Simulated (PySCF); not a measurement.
# Excitation energy of Tc by level of theory

Tc [Kr] 4d5 5s2 (6S) → Tc [Kr] 4d6 5s1 (6D), as a difference of total energies. All numbers are calculated (PySCF 2.14, scalar relativity by spin-free X2C-1e, in x2c-QZVPPall (13s8p7d4f2g, 118 functions)). Correlated levels: valence: [Kr] frozen; valence and next inner shell: [Ar] 3d10 frozen. The calculations carry no spin-orbit coupling.

```json
{"method": "UHF", "excitation energy (eV)": "0.712", "error (eV)": "+0.306"}
{"method": "LDA", "excitation energy (eV)": "-0.066", "error (eV)": "-0.472"}
{"method": "PBE", "excitation energy (eV)": "-0.234", "error (eV)": "-0.640"}
{"method": "PBE0", "excitation energy (eV)": "-0.095", "error (eV)": "-0.501"}
{"method": "r2SCAN", "excitation energy (eV)": "-0.142", "error (eV)": "-0.548"}
{"method": "MP2 (valence)", "excitation energy (eV)": "0.373", "error (eV)": "-0.033"}
{"method": "SCS-MP2 (valence)", "excitation energy (eV)": "0.321", "error (eV)": "-0.085"}
{"method": "MP2 (valence and next inner shell)", "excitation energy (eV)": "0.438", "error (eV)": "+0.032"}
{"method": "SCS-MP2 (valence and next inner shell)", "excitation energy (eV)": "0.518", "error (eV)": "+0.112"}
```

Reference: 0.406 eV (measured; NIST levels, between the centres of gravity of the two terms).

Errors of the correlated levels include the incompleteness of this basis and the frozen core.
